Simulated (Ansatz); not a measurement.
`[CH3][GeH]([CH3])[Cl]` + `O=C[SeH]` → `[CH3][GeH2][Cl]` + `CC(=O)[SeH]` at 400 K and 1 bar (redistribution).

Isolated molecules relaxed with PBE0-D4/def2-TZVP in Ansatz; ΔE leaves out vibrations. CCSD(T)/CBS is the MP2 limit (def2-TZVPP, def2-QZVPP) plus CCSD(T) − MP2 in def2-TZVPP, frozen cores. For Ge, Se outer-core shells are correlated without core-valence functions, which leaves a few kJ/mol of doubt a bond. Scalar relativity is left out up to krypton. Each species was taken in one conformer, which may not be the lowest.

| species | CCSD(T)/CBS energy (Eh) | H − E (kJ/mol) | S (J/(mol·K)) |
| --- | --- | --- | --- |
| `[CH3][GeH]([CH3])[Cl]` | -2616.27253 | 250.5 | 387.5 |
| `O=C[SeH]` | -2515.10866 | 88.1 | 296.4 |
| `[CH3][GeH2][Cl]` | -2576.99593 | 166.6 | 339.0 |
| `CC(=O)[SeH]` | -2554.38193 | 168.7 | 340.6 |

H − E and S are ideal-gas, rigid-rotor, harmonic terms from PBE0-D4/def2-TZVP, for one conformer and one mirror image of each species. 1 Eh = 2625.50 kJ/mol, R = 8.31446 J/(mol·K).

Problem. By hand: ΔE, ΔH, ΔS and ΔG.

Solution. ΔE = (-2576.99593) + (-2554.38193) − (-2616.27253) − (-2515.10866) = 0.00333 Eh = 8.7 kJ/mol. Δ(H − E) = 166.6 + 168.7 − 250.5 − 88.1 = -3.3, so ΔH = 5.4 kJ/mol. ΔS = 339.0 + 340.6 − 387.5 − 296.4 = -4.3 J/(mol·K). ΔG = 5.4 − 400 × (-4.3)/1000 = 7.1 kJ/mol.

Problem. By hand: the equilibrium constant, and the temperature at which ΔG would vanish if ΔH and ΔS stayed fixed.

Solution. log₁₀ K = −ΔG/(RT ln 10) = -0.9. ΔH and −TΔS have one sign here, so there is no such temperature.

The number of gas molecules stays the same, so ΔS is small and ΔH decides. A doubt of 5 kJ/mol in ΔE shifts log₁₀ K by 0.7 here. Other conformers and mirror images would add mixing entropy, several J/(mol·K) or more a flexible species. These are equilibria of isolated gas molecules and say nothing of rates. Largest T1 diagnostic: 0.015 (customary marks: 0.02 for closed shells, 0.045 for open ones).

ΔS is within the doubt of such terms, so its sign, and with it that verdict, could turn.
